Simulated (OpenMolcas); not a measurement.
**Ir5+ in a point-charge field**

Ir5+ among 6 point charges of -0.65 e arranged as an octahedron (Oh), 1.79 Å from the ion.

- Program: OpenMolcas
- Method: CASSCF
- Basis: ANO-RCC-VTZP [8s7p5d3f1g]
- Scalar Hamiltonian: DKH2, point nucleus
- Active space: 4 electrons in 5 orbitals (5d)
- State averaging: 2S+1 = 5 even, 5 roots; 2S+1 = 3 even, 45 roots; 2S+1 = 1 even, 50 roots
- Spin-orbit coupling: state interaction with AMFI integrals over the reference wave functions

The lowest spin-free states (labels of O, the rotations of Oh), above the lowest:

| State | Degeneracy | E (cm-1) | Free-ion L (%) |
| --- | --- | --- | --- |
| 5E | 2 | 0.0 | D (100) |
| 5T2 | 3 | 4626 | D (100) |
| 3T1 | 3 | 17113 | H (64) |
| 3E | 2 | 19932 | H (96) |
| 3T1 | 3 | 21215 | H (43) |
| 3T2 | 3 | 21458 | H (60) |
| 3A2 | 1 | 23093 | F (100) |
| 3A1 | 1 | 24063 | G (100) |
| 3T1 | 3 | 24682 | H (70) |
| 3T2 | 3 | 25821 | F (49) |
| 3E | 2 | 26224 | G (88) |
| 1T2 | 3 | 27022 | I (58) |
| 3T1 | 3 | 27108 | G (62) |
| 1E | 2 | 27201 | I (86) |
| 1A2 | 1 | 29721 | I (99) |
| 3T2 | 3 | 29723 | G (82) |
| 3T1 | 3 | 29777 | F (42) |
| 1T2 | 3 | 30343 | I (52) |
| 1A1 | 1 | 30393 | I (45) |
| 1T1 | 3 | 31312 | I (57) |

The lowest levels with spin-orbit coupling:

```
E (cm-1)  Degeneracy  Label      2S+1
     0.0           1     A1  5 (65 %)
    5203           3     T1  5 (84 %)
    9046           2      E         5
    9950           3     T2         5
   11802           1     A2         5
   14293           3     T2  5 (85 %)
   15072           3     T1  5 (82 %)
   16399           1     A1  5 (71 %)
   16877           2      E  5 (66 %)
   16984           3     T1  5 (72 %)
   17323           3     T2  5 (62 %)
   22037           1     A1  3 (55 %)
   24406           3     T2  3 (65 %)
   25041           2      E  3 (74 %)
   26181           3     T1  3 (75 %)
   27826           3     T1  3 (88 %)
   29294           1     A1  3 (71 %)
   30361           3     T2         3
   31087           3     T2         3
   31239           2      E  3 (88 %)
```

Powder χT (cm3 K/mol): 0 at 2 K, 0.00176 at 10 K, 0.00879 at 50 K, 0.0176 at 100 K, 0.0352 at 200 K, 0.0528 at 300 K. The effective moment at 300 K is 2.828 √(χT) = 0.65 μB.

A least-squares ligand-field fit to the states below 45000 cm-1, each weighted by its degeneracy and with a free common offset, gives 10Dq = 4662 cm-1, B = 936 cm-1 and C = 3904 cm-1 (C/B = 4.17), with an rms deviation of 63 cm-1.

Spin-orbit coupling mixes the spin-free states strongly: the lowest level takes only 36 % from its leading state, 5E. Without dynamic correlation the repulsion within the d shell is too large (B by tens of per cent), so at a given field states of lower spin stand too high. Point charges give a weaker field than real ligands, and real ions of this kind are as a rule low spin; the high spin found here belongs to the model. This field is weak: 10Dq is about 4662 cm-1, while octahedral complexes of 5d ions of charge 3 and more, computed by the same method with explicit ligands, had a median near 35000 cm-1. Ground spin and moment need not be those of a real site. The ground term spreads over less than 5000 cm-1, several times less than with real ligands, so orbital moments are less quenched and χT lies further from the spin-only value than at real sites. This is an electrostatic model: the charges have no orbitals. No measured value stands beside these numbers.
